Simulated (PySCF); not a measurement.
C4H2F5 (doublet state).
Geometry (GFN2-xTB, Å), atoms numbered from 1 in this order:
```
atom  x, y, z in Å
F1     0.996   -1.411    1.218
C2     1.240   -0.636    0.131
C3     1.180    0.813    0.219
C4     0.114    0.153   -0.539
F5     0.128    0.133   -1.903
C6    -1.327    0.151   -0.037
F7    -1.376    0.352    1.283
F8    -1.939   -1.009   -0.288
F9    -2.050    1.114   -0.611
H10    1.923   -1.139   -0.548
H11    1.117    1.481    1.050
```

The hyperfine couplings belong to this conformer and change with its torsions.

Identity: `F[C@@H]1[CH][C@]1(F)C(F)(F)F` [radical].

Level of theory: PySCF, UKS B3LYP, pcH-1 on C F H, non-relativistic, mean-field spin-orbit, GIAO. Geometry: GFN2-xTB; no solvent, vibrations or thermal averaging. A GFN2-xTB geometry isn't a minimum of the functional, and hyperfine couplings can be far from their values at a DFT geometry. No stability test was run, so a lower SCF solution isn't excluded.

Question: Predict the first-order ENDOR lines of F5, F1, F7/F8/F9, H10 and H11 under fast tumbling at B = 1219.7 mT (Q band).

Answer: For S = 1/2 in fast tumbling each set of equivalent nuclei gives two lines, ν± = |νn ± a/2| to first order, with νn = g_N μN B/h and μN/h = 7.62259 MHz/T.

```json
{"nuclei": "F5", "isotope": "19F", "g_N": "5.2577", "νn (MHz)": "48.88", "a_iso (MHz)": "140.94", "lower line (MHz)": "21.59", "upper line (MHz)": "119.35"}
{"nuclei": "F1", "isotope": "19F", "g_N": "5.2577", "νn (MHz)": "48.88", "a_iso (MHz)": "80.76", "lower line (MHz)": "8.50", "upper line (MHz)": "89.26"}
{"nuclei": "F7/F8/F9", "isotope": "19F", "g_N": "5.2577", "νn (MHz)": "48.88", "a_iso (MHz)": "14.94", "lower line (MHz)": "41.41", "upper line (MHz)": "56.35"}
{"nuclei": "H10", "isotope": "1H", "g_N": "5.5857", "νn (MHz)": "51.93", "a_iso (MHz)": "86.54", "lower line (MHz)": "8.66", "upper line (MHz)": "95.20"}
{"nuclei": "H11", "isotope": "1H", "g_N": "5.5857", "νn (MHz)": "51.93", "a_iso (MHz)": "-42.66", "lower line (MHz)": "30.60", "upper line (MHz)": "73.26"}
```

Question: Which pairs are centred on the nuclear Larmor frequency, and which on half the coupling?

Answer: Centred on νn, since |a| < 2νn: F1, F7/F8/F9, H10 and H11. Centred on |a|/2 and split by 2νn: F5.

Question: At what field would the lower line of F1 fall to zero frequency?

Answer: Where νn = |a|/2, that is B = 40.38 MHz/(5.2577 × 7.62259 MHz/T) = 1010 mT, as far as first order holds there.

Class means assume fast exchange of nuclei equivalent by connectivity; if that motion is slow, each nucleus keeps its own coupling. The three 19F nuclei of mean +14.9 MHz run from -2.3 to 28.0 MHz in the frozen geometry.

The largest Mulliken spin population is on C3 (+0.92). The angles at C3 add up to 325.4°, so it is pyramidal.
